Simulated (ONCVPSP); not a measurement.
**Scattering properties, ONCV potential for lanthanum**

ONCVPSP 4.0.1 input, shortened (lines: element, Z, core and valence counts, functional; n l f; lmax; l rc ep ncon nbas qcut; lloc lpopt rc5 dvloc0; l nproj debl; icmod fcfact rcfact), PBE, scalar-relativistic:

```
  La 57.00    8    5        4      upf
    1    0    2.00
    2    0    2.00
    2    1    6.00
    3    0    2.00
    3    1    6.00
    3    2   10.00
    4    0    2.00
    4    1    6.00
    4    2   10.00
    5    0    2.00
    5    1    6.00
    5    2    1.00
    6    0    2.00
    3
    0    2.80    0.00    4    9    4.30
    1    2.90    0.00    4    7    5.20
    2    1.00    0.00    4    7   17.00
    3    2.70    0.41    4    9    4.10
    4    5    0.75    0.00
    0    2    0.40
    1    2    0.50
    2    2    1.40
    3    3    0.40
    3    2.75    1.50
```

In the p channel the program set the typed energies aside and used -0.823, 0.250 Ha. In the f channel the program set the typed energies aside and used -0.160, 0.240, 0.640 Ha.

The phase is arctan(r·R′/R) of the radial function R(r), unwrapped; energies in Ha, scanned from -5 to 5 Ha. A pole is an energy at which the radial function vanishes at the test radius. The pseudo phase is shifted by a multiple of π to meet the all-electron one at the reference energy, and phase errors are pseudo minus all-electron; the curves can meet again beyond the range given. Levels narrower than the energy grid can be missing from the lists of poles.

Task: For each channel, where are the poles, and over which energies does the pseudopotential scatter like the atom?

Result:

```json
{"channel": "s", "radius (bohr)": "2.84", "reference energy (Ha)": "-0.14", "poles, all-electron": "-1.35, 1.84", "poles, pseudo": "-1.35, 1.13, 2.07", "unbroken range about the reference energy with phases within 0.05 rad": "below 1.0", "phase error 1 Ha above the reference energy (rad)": "-0.022"}
{"channel": "p", "radius (bohr)": "2.94", "reference energy (Ha)": "-0.82", "poles, all-electron": "-0.68, 2.22", "poles, pseudo": "-0.68, 2.18", "unbroken range about the reference energy with phases within 0.05 rad": "below 3.1", "phase error 1 Ha above the reference energy (rad)": "-0.000"}
{"channel": "d", "radius (bohr)": "1.02", "reference energy (Ha)": "-0.11", "poles, all-electron": "-1.17", "poles, pseudo": "-1.17", "unbroken range about the reference energy with phases within 0.05 rad": "the whole range", "phase error 1 Ha above the reference energy (rad)": "+0.000"}
{"channel": "f", "radius (bohr)": "2.74", "reference energy (Ha)": "-0.16", "poles, all-electron": "-0.11, 1.99", "poles, pseudo": "-0.11, 1.92, 3.36", "unbroken range about the reference energy with phases within 0.05 rad": "below 2.2", "phase error 1 Ha above the reference energy (rad)": "-0.000"}
```

Note: ghosts flagged at negative energy: s at -480.0 eV, p at -231.0 eV, f at -669.0 eV; GHOST(+) flagged for s at 31.7 eV. A true bound ghost makes a file unfit for plane-wave use.

Phases in the d channel:

| E (Ha) | all-electron | pseudo |
| --- | --- | --- |
| -4.96 | -0.771 | -0.771 |
| -4.72 | -0.904 | -0.904 |
| -4.48 | -1.013 | -1.013 |
| -4.24 | -1.104 | -1.104 |
| -4.00 | -1.179 | -1.179 |
| -3.76 | -1.241 | -1.241 |
| -3.52 | -1.294 | -1.294 |
| -3.28 | -1.339 | -1.339 |
| -3.04 | -1.378 | -1.378 |
| -2.80 | -1.413 | -1.413 |
| -2.56 | -1.443 | -1.443 |
| -2.32 | -1.470 | -1.470 |
| -2.08 | -1.494 | -1.494 |
| -1.84 | -1.517 | -1.517 |
| -1.60 | -1.537 | -1.537 |
| -1.36 | -1.556 | -1.556 |
| -1.12 | -1.574 | -1.574 |
| -0.88 | -1.591 | -1.591 |
| -0.64 | -1.607 | -1.607 |
| -0.40 | -1.623 | -1.623 |
| -0.16 | -1.637 | -1.637 |
| 0.08 | -1.652 | -1.652 |
| 0.32 | -1.666 | -1.666 |
| 0.56 | -1.680 | -1.680 |
| 0.80 | -1.694 | -1.694 |
| 1.04 | -1.707 | -1.707 |
| 1.28 | -1.721 | -1.721 |
| 1.52 | -1.735 | -1.735 |
| 1.76 | -1.750 | -1.750 |
| 2.00 | -1.764 | -1.764 |
| 2.24 | -1.780 | -1.780 |
| 2.48 | -1.795 | -1.796 |
| 2.72 | -1.812 | -1.812 |
| 2.96 | -1.829 | -1.829 |
| 3.20 | -1.848 | -1.848 |
| 3.44 | -1.867 | -1.868 |
| 3.68 | -1.889 | -1.889 |
| 3.92 | -1.911 | -1.912 |
| 4.16 | -1.936 | -1.937 |
| 4.40 | -1.964 | -1.964 |
| 4.64 | -1.994 | -1.994 |
| 4.88 | -2.027 | -2.028 |
